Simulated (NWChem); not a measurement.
Molecule: CH₄ClInO; SMILES [In]([OH])([CH3])[Cl]

```xyz
8

In     0.0241     0.2779     0.0003
Cl    -0.2269    -2.0746    -0.0001
C     -1.6227     1.6335    -0.0004
H     -2.2078     1.4856    -0.9183
H     -1.2491     2.6647     0.0434
H     -2.2599     1.4268     0.8700
O      1.9499     0.7826    -0.0004
H      2.5281     0.0107    -0.0017
```
Atoms are numbered in this order, from 1.

Program: NWChem. The geometry was optimised at PBE0/def2-SVP. def2 effective core potentials on In; no spin-orbit coupling. Level PBE/def2-SVP: energy and gradient on several grids; changes count from the extra-fine grid, which is no exact limit either.

Task: Which is the coarsest grid (xfine; fine; medium; coarse; xcoarse) from which on the energy stays within 500 μHa and each gradient component within 500 μHa/bohr of xfine?

Result: medium.
| grid | size of the energy change (μHa) | largest change of a gradient component (μHa/bohr) |
|---|---|---|
| xcoarse | 700 | 7000 |
| coarse | < 10 | 1000 |
| medium | < 10 | 100 |
| fine | < 10 | < 30 |
| xfine | < 10 | < 30 |
